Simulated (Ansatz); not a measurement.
**Cost against result**

Saddle point of SiNH₅ClF, singlet (SiNH₄Cl ([NH2][SiH2][Cl]) + HF → SiNH₄F ([NH2][SiH2][F]) + HCl; bonds formed: Si1–F7, Cl2–H6; bonds broken: Si1–Cl2, H6–F7), PBE0-D4/def2-TZVP structure:

| atom | x (Å) | y (Å) | z (Å) |
| --- | --- | --- | --- |
| Si1 | -0.4065 | -0.3216 | 0.0087 |
| Cl2 | 1.3506 | -1.9616 | 0.7017 |
| H3 | -0.6518 | -1.2914 | -1.0862 |
| H4 | -1.4075 | -0.5381 | 1.0693 |
| N5 | -0.3458 | 1.1132 | -0.8823 |
| H6 | 1.3112 | -0.5688 | 1.3066 |
| F7 | 0.7515 | 0.4441 | 1.2711 |
| H8 | -0.0871 | 2.0128 | -0.5162 |
| H9 | -0.5146 | 1.1115 | -1.8727 |

Barriers are electronic and count from the start structure reached by relaxing down the imaginary mode.

Ansatz 0.2.0; basis: as named in each row; cores frozen in the correlated methods. B3LYP uses VWN-RPA correlation. Extrapolation: Hartree–Fock as exp(−7.88 √X), correlation as X^−2.97.

Times are rough, for one single point on 4 threads of a shared host (Arm Neoverse V2).

The estimate by CCSD(T) at an estimated basis limit (MP2 extrapolated from triple and quadruple zeta, plus CCSD(T) − MP2 in triple zeta) is 29.48 kcal/mol.

| method | basis | time (s) | barrier (kcal/mol) | method less estimate |
| --- | --- | --- | --- | --- |
| HF | STO-3G | under 1 | 38.87 | 9.40 |
| PBE-D4 | STO-3G | under 1 | -8.66 | -38.13 |
| SPW92 | def2-SVP | under 1 | 11.65 | -17.82 |
| B3LYP-D4 | 6-31G | under 1 | 20.65 | -8.83 |
| PBE-D4 | def2-SVP | under 1 | 18.76 | -10.72 |
| PBE0-D4 | def2-SVP | under 1 | 23.58 | -5.89 |
| SPW92 | def2-TZVPP | under 1 | 15.81 | -13.66 |
| PBE-D4 | def2-TZVPP | 1 | 22.73 | -6.75 |
| BLYP-D4 | def2-TZVPP | 1 | 25.00 | -4.48 |
| BHLYP-D4 | def2-TZVPP | 2 | 31.45 | 1.97 |
| CCSD(T) | def2-SVP | 2 | 30.27 | 0.80 |
| B3LYP-D4 | def2-TZVPP | 2 | 27.56 | -1.92 |
| PBE0-D4 | def2-TZVPP | 2 | 26.48 | -3.00 |
| CAM-B3LYP-D4 | def2-TZVPP | 2 | 27.28 | -2.20 |
| r2SCAN-D4 | def2-TZVPP | 3 | 24.09 | -5.39 |
| RPA on PBE | def2-TZVPP | 3 | 28.44 | -1.03 |
| r2SCAN0-D4 | def2-TZVPP | 3 | 26.97 | -2.51 |
| B2PLYP | def2-TZVPP | 3 | 28.33 | -1.15 |
| wB97M-V | def2-SVP | 3 | 23.47 | -6.01 |
| PBE-QIDH | def2-TZVPP | 3 | 28.67 | -0.81 |
| wB97X-V | def2-TZVPP | 4 | 28.03 | -1.44 |
| B97M-V | def2-TZVPP | 5 | 27.76 | -1.72 |
| wB97M-V | def2-TZVPP | 6 | 26.87 | -2.61 |
| MP2 | def2-QZVPP | 10 | 28.54 | -0.93 |
| CCSD(T) | def2-TZVPP | 51 | 29.61 | 0.13 |

All methods are single points on the PBE0-D4 structures; a negative value means that the method puts the saddle structure below the start.

No T1 diagnostic of these runs exceeds 0.012.

Labels in which every atom is bracketed show which atoms are joined, not bond orders.
